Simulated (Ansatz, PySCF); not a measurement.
Reaction (SMILES): CC (C2H6) [ethane] -> [CH2]C + H atom (the C-H bond at the site shown breaks; other sites are not compared here)
Geometries: B3LYP-D3(BJ)/def2-TZVP minima from Ansatz (a quantum-chemistry and plane-wave program).

Quantity: bond dissociation energy (enthalpy at 298 K, with B3LYP-D3(BJ) rigid-rotor harmonic-oscillator terms from PySCF), in kcal/mol. Cores are frozen in the correlated levels unless marked. Open shells are spin-unrestricted. Spin-orbit coupling is left out. Non-relativistic. CBS(X,Y): correlation extrapolated as X^-3; Hartree-Fock from the larger set. The bracket is a focal-point correction in the basis named.

Level to compare with: RI-MP2/CBS(def2-TZVPPD,def2-QZVPPD)+[CCSD(T)-MP2]/def2-TZVPPD (Ansatz), 101.5 kcal/mol. It is a level with limits of its own, and the differences hold the functionals' basis error too.

Rank these functionals by how close they come to RI-MP2/CBS(def2-TZVPPD,def2-QZVPPD)+[CCSD(T)-MP2]/def2-TZVPPD, closest first: HSE06/def2-TZVPD (Ansatz); B97M-V/def2-TZVPD (Ansatz); SVWN5/def2-TZVPD (Ansatz).

B97M-V/def2-TZVPD (meta-GGA with VV10, 98.9 kcal/mol, difference -2.6), HSE06/def2-TZVPD (screened hybrid, 96.9 kcal/mol, difference -4.6), SVWN5/def2-TZVPD (LDA, 108.7 kcal/mol, difference 7.2)
